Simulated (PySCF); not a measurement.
This PySCF input asks for the NMR shieldings of Al₂H₄O₄S; the geometry comes from PBE0-D3(BJ)/def2-SVP.

```python
import basis_set_exchange as bse
import numpy as np
from pyscf import gto, dft
from pyscf.prop import nmr

atoms = """
Al    0.419568   -1.094074    0.001898
O     0.836113   -1.388898    1.641634
O     1.410779   -1.814196   -1.196836
S    -1.801768   -0.887965   -0.573228
Al   -1.235259    1.112773   -0.215273
O    -1.909696    2.643748   -0.111911
O     0.513847    0.830856    0.042044
H     1.172791   -2.243581    1.914574
H     1.068708   -2.041792   -2.062375
H    -1.567558    3.525705    0.023631
H     1.190545    1.271922    0.566751
"""
names = {"Al": "pcSseg-2", "O": "pcSseg-1", "S": "pcSseg-1", "H": "pcSseg-1"}
basis = {el: gto.basis.parse(bse.get_basis(n, elements=[el], fmt="nwchem")) for el, n in names.items()}
mol = gto.M(atom=atoms, basis=basis, charge=0, verbose=0)
mf = dft.RKS(mol, xc="B3LYP")
mf.grids.level = 2
mf.grids.alignment = dft.numint.BLKSIZE   # the property module wants whole blocks of grid points
mf.conv_tol = 1e-9
mf.kernel()

calc = nmr.RKS(mf)   # GIAO
C = mf.mo_coeff
Co = C[:, mf.mo_occ > 0]
resp = mf.gen_response(singlet=True, hermi=2)
def vind(x):   # induced exchange potential for any number of trial vectors
    d = np.einsum("pi,xij,qj->xpq", C, 2 * x.reshape(-1, C.shape[1], Co.shape[1]), Co, optimize=True)
    return np.einsum("xpq,pi,qj->xij", resp(d - d.transpose(0, 2, 1)), C, Co, optimize=True).ravel()
mo1, _ = nmr.rhf.solve_mo1(calc, with_cphf=vind)
sigma = calc.kernel(mo1)
for i, s in enumerate(sigma):   # ppm
    w = np.linalg.eigvalsh((s + s.T) / 2)
    print("%2d %-2s iso %8.1f  s11 %8.1f  s22 %8.1f  s33 %8.1f" % (i, mol.atom_pure_symbol(i), w.mean(), *w))
```

Q: What are the results?

A: 
```
 0 Al iso    467.0  s11    399.7  s22    473.4  s33    527.8
 1 O  iso    312.1  s11    279.6  s22    307.2  s33    349.6
 2 O  iso    297.7  s11    262.2  s22    285.6  s33    345.3
 3 S  iso    849.5  s11    788.6  s22    845.8  s33    914.2
 4 Al iso    432.5  s11    329.8  s22    365.6  s33    602.1
 5 O  iso    308.8  s11    259.8  s22    301.1  s33    365.5
 6 O  iso    264.0  s11    206.1  s22    247.7  s33    338.3
 7 H  iso     30.6  s11     22.4  s22     24.4  s33     45.0
 8 H  iso     30.4  s11     22.5  s22     25.7  s33     42.9
 9 H  iso     29.2  s11     21.1  s22     22.1  s33     44.4
10 H  iso     28.8  s11     19.9  s22     22.8  s33     43.6
```

These numbers come from an equivalent density-fitted implementation of the same equations, which agrees with the script to about 0.01 ppm for H and up to a few tenths of a ppm for heavy atoms, so last digits may differ.

Size and cost of the density-fitted run: 198 basis functions, 22 s wall time on 1 thread of an Arm Neoverse V2, shared host; peak memory 1.1 GiB.
